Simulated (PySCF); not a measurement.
## Computed vibrations of [HgSF]−

[HgSF]− (singlet). PySCF 2.14.0, RKS PBE0, Hg def2-SVP with ECP60, S def2-SVP, F def2-SVP; non-relativistic Hamiltonian with scalar-relativistic core potentials where named; density fitting; no spin-orbit coupling. Central differences of gradients.

```xyz
3

Hg   -0.1310    0.0000   -0.0047
S     2.1070    0.0000    0.0753
F    -2.1532    0.0000   -0.0770
```

Run from Python with OMP_NUM_THREADS=2. Where DIIS fails, smearing, a level shift and second-order steps follow.
It took 10 s on 2 threads of Arm Neoverse V2 (shared host).

(1) What are the harmonic wavenumbers and infrared intensities?

(2) Is this a minimum?

Answers

(1) Modes are labelled in C∞v; negative numbers are unstable modes, those under 60 cm⁻¹ near the noise; a finer grid moves soft modes by up to 10 cm⁻¹.
```tsv
cm⁻¹	km/mol	symmetry
126	13.4	π
126	13.4	π
407	6.2	σ+
522	124.1	σ+
```

(2) Yes. Ideal gas at 298.15 K and 1 bar: S = 284.0 J/(mol K), Cp = 56.3 J/(mol K), H − H(0 K) = 13.6 kJ/mol (rigid rotor, harmonic modes, spin degeneracy alone).
